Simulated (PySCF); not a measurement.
**Spinor energies of Rb (rubidium, neutral)**

Start: [Kr] 4d1; 4d5/2 filled at m_j = +5/2. Calculated with PySCF 2.14 in x2c-SVPall-2c with one added diffuse shell each of s, d type (7s7p7d1f, 70 functions): generalised Hartree-Fock with the X2C-1e Hamiltonian and a Gaussian nucleus; one run each with spin-orbit coupling (SO) switched off, then screened by Boettger's factors. This is a chosen level, not necessarily the ground level.

| spinor shell | electrons | ε, spin-free (eV) | ε, screened SO (eV) | weight of nominal j (screened SO) | rms radius, screened SO (bohr) |
| --- | --- | --- | --- | --- | --- |
| 1s1/2 | 2 | -15287.2 | -15286.7 | 1.000 | 0.0464 |
| 2s1/2 | 2 | -2109.4 | -2109.3 | 1.000 | 0.192 |
| 2p1/2 | 2 | -1865.3 | -1907.3 | 1.000 | 0.169 |
| 2p3/2 | 4 | -1865.3 | -1845.3 | 1.000 | 0.173 |
| 3s1/2 | 2 | -343.91 | -343.88 | 1.000 | 0.544 |
| 3p1/2 | 2 | -262.91 | -269.50 | 1.000 | 0.549 |
| 3p3/2 | 4 | -262.91 | -259.76 | 1.000 | 0.560 |
| 3d3/2 | 4 | -128.73 | -129.69 | 1.000 | 0.576 |
| 3d5/2 | 6 | -128.73 | -128.07 | 1.000 | 0.579 |
| 4s1/2 | 2 | -44.654 | -44.651 | 1.000 | 1.59 |
| 4p1/2 | 2 | -24.147 | -24.758 | 0.999 | 1.85 |
| 4p3/2 | 4 | -24.147 | -23.853 | 0.999 | 1.87 |
| 4d5/2 | 1 | -1.623 | -1.623 | 1.000 | 9.92 |

```tsv
quantity	spin-free	screened SO
E (hartree)	-2978.66083	-2978.85620
M_J	5/2	5/2
⟨J²⟩	8.750	8.750
⟨L²⟩	6.000	6.004
⟨S²⟩	0.750	0.754
```

Breit and QED terms are absent; they matter most for the inner s and p1/2 levels.

Densities and radii are taken from the X2C orbitals without a picture-change correction, which distorts them close to the nucleus.

Without spin-orbit coupling the j labels of p, d and f shells carry no meaning; the spin-free column gives the mean over the occupied spinors of each nl shell.
